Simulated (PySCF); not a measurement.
A series of related open-shell species. All by UKS B3LYP (pcH-1 on C Cl F H N O S Si) in PySCF, non-relativistic with spin–orbit coupling as a perturbation, on GFN2-xTB geometries; isolated species, one conformer each; SCF stability not tested in every run; the geometry of [CH][SiH3] (triplet state) has an imaginary frequency at that level; the triplets need not be ground states. Couplings are magnitudes for isotopes of over 50 % abundance, averaged over nuclei equivalent by connectivity (but not across a short bond from an atom whose three angles sum to over 350°); populations are Mulliken's. The geometries weren't refined by DFT: couplings that depend on bond lengths, twists or pyramidal angles can differ widely from those at the functional's own minimum.

| species | change | ⟨S²⟩ | g1 | g2 | g3 | largest spin population on | largest couplings |
| --- | --- | --- | --- | --- | --- | --- | --- |
| [CH][SiH3] (triplet state) | none (reference member) | 2.008 | 2.0021 | 2.0024 | 2.0026 | carbon bonded to Si and H (1.99) | 3 × 1H 47 MHz, 1 × 1H 42 MHz |
| N#C[C]C#N (triplet state) | none (reference member) | 2.072 | 2.0022 | 2.0033 | 2.0033 | carbon bonded to 2 C (1.26) | 2 × 14N 9 MHz |
| F[C]F (triplet state) | none (reference member) | 2.003 | 2.0022 | 2.0030 | 2.0034 | carbon bonded to 2 F (1.71) | 2 × 19F 273 MHz |
| [CH]Cl (triplet state) | none (reference member) | 2.005 | 2.0024 | 2.0051 | 2.0055 | carbon bonded to Cl and H (1.77) | 1 × 1H 43 MHz, 1 × 35Cl 13 MHz |
| N#C[C][SiH3] (triplet state) | none (reference member) | 2.046 | 2.0021 | 2.0030 | 2.0030 | carbon bonded to C and Si (1.48) | 3 × 1H 35 MHz, 1 × 14N 11 MHz |
| [CH]c1cccs1 (triplet state) | none (reference member) | 2.041 | 2.0025 | 2.0033 | 2.0039 | carbon bonded to C and H (1.46) | 1 × 1H 16 MHz, 1 × 1H 14 MHz, 1 × 1H 4 MHz, 1 × 1H 4 MHz |
| C#C[C][SiH3] (triplet state) | none (reference member) | 2.049 | 2.0022 | 2.0025 | 2.0025 | carbon bonded to C and Si (1.31) | 1 × 1H 46 MHz, 3 × 1H 31 MHz |

Problem. Predict the same entries for `O([CH])C` [triplet].

Solution. ⟨S²⟩: 2.004; g1: 2.0021; g2: 2.0025; g3: 2.0031; largest spin population on: carbon bonded to O and H (1.73); largest couplings: 1 × 1H 89 MHz, 3 × 1H 3 MHz. The largest Mulliken spin populations are on C1 (+1.73) and O2 (+0.16). (Numbering: [CH:1][O:2][CH3:3] (hydrogens: H4 on C1; H5, H6, H7 on C3).)

Means can hide wide spreads in the frozen geometry: [CH][SiH3] (triplet state), 3 × 1H from 37 to 59 MHz (mean 47).
